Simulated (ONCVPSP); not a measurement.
## An all-electron radial function and its pseudo partner (nickel (Ni))

Columns: radius, all-electron u(r) and pseudo u(r) of the 3p shell (level -66.36 eV) of nickel in the configuration [Ne] 3s2 3p6 3d9 4s1; LDA (Perdew-Wang 92), scalar-relativistic, ONCV scheme, ONCVPSP 4.0.1.

```tsv
r (bohr)	all-electron	pseudo
0.057	-0.3610	0.0274
0.115	-0.6303	0.1077
0.172	-0.5550	0.2299
0.230	-0.2624	0.3850
0.288	0.1057	0.5555
0.345	0.4519	0.7224
0.402	0.7395	0.8749
0.460	0.9579	1.0045
0.518	1.1023	1.1012
0.575	1.1823	1.1615
0.632	1.2130	1.1884
0.690	1.2056	1.1849
0.747	1.1713	1.1566
0.805	1.1176	1.1086
0.862	1.0532	1.0484
0.920	0.9811	0.9788
0.977	0.9075	0.9066
1.035	0.8327	0.8324
1.092	0.7611	0.7609
1.150	0.6913	0.6912
1.208	0.6256	0.6255
1.265	0.5654	0.5653
1.322	0.5097	0.5096
1.380	0.4575	0.4574
1.438	0.4099	0.4098
1.495	0.3673	0.3672
```

(1) How many radial nodes do the two functions have?

(2) At about which radius was the pseudo-wave matched?

(3) Is the pseudo-wave norm-conserving?

Answers

(1) The all-electron 3p function has n − l − 1 = 1; the pseudo-wave has 0, since the states of the same l below it are removed with the core.

(2) 1.15 bohr. The columns agree to 0.0005 from 1.03 bohr on; several derivatives are matched, so the curves merge somewhat inside the radius.

(3) Yes: the ONCV scheme keeps the norm inside the radius equal to the all-electron one, which fixes the energy derivative of the logarithmic derivative at the level.
